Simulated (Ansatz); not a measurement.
**Reading a saddle point**

A first-order saddle point of Si2H5Br, singlet, PBE0-D4/def2-TZVP, with one imaginary mode of 508i cm⁻¹:

| atom | x (Å) | y (Å) | z (Å) |
| --- | --- | --- | --- |
| Si1 | -1.0483 | 0.5523 | -0.7159 |
| Br2 | 0.0749 | -1.7121 | -1.8977 |
| H3 | -0.4377 | -0.6009 | -2.6719 |
| H4 | -1.9900 | -0.3705 | 0.0379 |
| Si5 | 0.5845 | 0.5096 | 1.0067 |
| H6 | 0.1124 | 1.4458 | 2.0717 |
| H7 | 0.7945 | -0.8282 | 1.6314 |
| H8 | 1.9097 | 1.0039 | 0.5381 |

Ansatz 0.2.0; basis: def2-TZVPP and def2-QZVPP; cores frozen in the correlated methods. Filled d shells of the heavier atoms are correlated. The def2 sets are not built for correlating such inner shells, so the correlated values are less sure here. Extrapolation: Hartree–Fock as exp(−7.88 √X), correlation as X^−2.97.

**Question.** Which contacts change along the imaginary mode, and what lies on either side? (Judge from chemistry; the calculation decides.)

**Answer.** The calculation gives: The step is Si₂H₅Br ([SiH3][SiH2][Br]) → Si₂H₄ ([SiH][SiH3]) + HBr (still joined by a long Si–Br bond), with the molecules in contact on both sides. Shortening one way: Br2–H3; lengthening the same way: Si1–Br2, Si1–H3.
| pair | one side (Å) | saddle (Å) | other side (Å) |
| --- | --- | --- | --- |
| Br2–H3 | 3.03 | 1.45 | 1.43 |
| Si1–Br2 | 2.23 | 2.79 | 2.62 |
| Si1–H3 | 1.48 | 2.35 | 3.18 |

**Question.** Which side is lower, and how far does the saddle lie above each? (To be estimated.)

**Answer.** By the calculation: The side with Si1–Br2, Si1–H3 short is lower by 283.9 kJ/mol; the saddle lies 299.1 kJ/mol above it and 15.2 kJ/mol above the other (CCSD(T) at an estimated basis limit (MP2 extrapolated from triple and quadruple zeta, plus CCSD(T) − MP2 in triple zeta); electronic energies).

The T1 diagnostic stays at or below 0.012. The restricted Hartree–Fock reference is unstable towards an unrestricted one at one or more of these structures.

Losses and insertions of silylenes and their heavier kin drive the gas-phase chemistry of silicon and germanium vapour deposition.

Labels in which every atom is bracketed show which atoms are joined, not bond orders.

For scale, one of the runs: CCSD(T)/def2-TZVPP, 202 basis functions (an equivalent command: `ansatz run in.yaml --threads 4`). Time: 50 s of wall clock on 4 CPU threads; the host was shared. Peak host memory: 2.3 GiB.
